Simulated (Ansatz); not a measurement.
Start from `ClCCl` and change one element to get `[Cl][SnH2][Cl]`.

Ansatz, PBE0-D4/def2-TZVP geometries, multiplicity 1. 

Elements past krypton have def2 core potentials.

```tsv
property	`ClCCl`
HOMO–LUMO gap (PBE/def2-TZVPP) / eV	6.14
HOMO energy (B3LYP/def2-TZVPP) / eV	-8.42
ideal-gas entropy at 298 K and 1 bar (rigid rotor, harmonic PBE0-D4/def2-TZVP) / J/(mol·K)	270
size of the dipole moment (B3LYP/def2-TZVPP) / D	1.63
HOMO energy (PBE/def2-TZVPP) / eV	-7.24
HOMO–LUMO gap (ωB97M-V/def2-TZVPP) / eV	13.12
```

Problem. Give the same properties after the change, and the shifts. (Estimate.)

Solution. Computed: 
```
                                                                                  property  `[Cl][SnH2][Cl]`  shift
                                                       HOMO–LUMO gap (PBE/def2-TZVPP) / eV              5.28  -0.86
                                                       HOMO energy (B3LYP/def2-TZVPP) / eV             -8.68  -0.26
ideal-gas entropy at 298 K and 1 bar (rigid rotor, harmonic PBE0-D4/def2-TZVP) / J/(mol·K)               315     45
                                          size of the dipole moment (B3LYP/def2-TZVPP) / D              2.57   0.94
                                                         HOMO energy (PBE/def2-TZVPP) / eV             -7.58  -0.34
                                                   HOMO–LUMO gap (ωB97M-V/def2-TZVPP) / eV             11.72  -1.40
```

With PBE0 the HOMO falls by 0.26 eV and the LUMO falls by 1.38 eV, so the gap narrows by about 1.12 eV. PBE moves the HOMO by -0.34 eV and ωB97M-V by -0.17 eV. Dipoles are sizes alone; their direction can turn.

B3LYP here is the variant with VWN-RPA as its local correlation; programs differ in this.
